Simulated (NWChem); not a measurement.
**Polarisability of OPb**

```xyz
2

Pb     0.0000     0.0000     0.1746
O      0.0000     0.0000    -1.7900
```
Charge 0, spin multiplicity 1.

Program: NWChem. The geometry was optimised at PBE/def2-SVP with def2 effective core potentials on Pb, a minimum by its harmonic frequencies.

Basis set: def2-SVPD. Static limit.

Effective core potentials replace the inner electrons of Pb; spin-orbit coupling is left out. B3LYP has NWChem's definition, with VWN1-RPA local correlation. The structure started from a generated list of species.

Problem. One of these methods gave an isotropic polarisability of 42.39 bohr³. Which?
(A) HF
(B) BHandHLYP
(C) B3LYP
(D) PBE

Solution. B, BHandHLYP. The others give 44.14 (B3LYP), 45.39 (PBE), 41.41 (HF).
